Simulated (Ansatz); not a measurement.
CH₉NSi₂, SMILES `CN[SiH2][SiH3]`, relaxed with RKS PBE0-D4/def2-TZVP in Ansatz 0.2.0 from a PBE-D4/def2-SVP geometry. The force threshold is 0.005 eV/Å; the program also tests the step.

Total charge 0; spin multiplicity 1.

Start:

```xyz
13

C     0.740    0.483    1.803
N     0.136   -0.699    1.210
Si    0.201   -1.033   -0.508
Si   -0.907    0.545   -1.889
H     1.728    0.673    1.331
H     0.928    0.330    2.888
H     0.144    1.422    1.696
H    -0.715   -1.005    1.692
H    -0.422   -2.389   -0.715
H     1.652   -1.066   -0.923
H    -0.348    1.928   -1.663
H    -2.380    0.594   -1.567
H    -0.757    0.217   -3.354
```

Problem. By how much does the energy fall, and how many steps does the optimiser take? (Estimate.)

Solution. The calculation gave: 1.21 kcal/mol, in 9 steps, 1 of them rejected.

Problem. Which bonds change most? (Best estimate.)

Solution. Computed: N2–Si3 from 1.752 to 1.722 Å; C1–H7 from 1.118 to 1.098 Å; Si4–H12 from 1.509 to 1.490 Å; Si4–H13 from 1.509 to 1.490 Å.

Problem. Give the relaxed structure. (Best estimate.)

Solution. Computed: 
```xyz
13

C     0.724    0.488    1.781
N     0.130   -0.695    1.196
Si    0.193   -1.026   -0.493
Si   -0.887    0.551   -1.868
H     1.667    0.712    1.273
H     0.962    0.322    2.835
H     0.094    1.385    1.712
H    -0.672   -1.036    1.703
H    -0.438   -2.358   -0.702
H     1.624   -1.077   -0.909
H    -0.323    1.914   -1.657
H    -2.344    0.612   -1.561
H    -0.729    0.208   -3.310
```
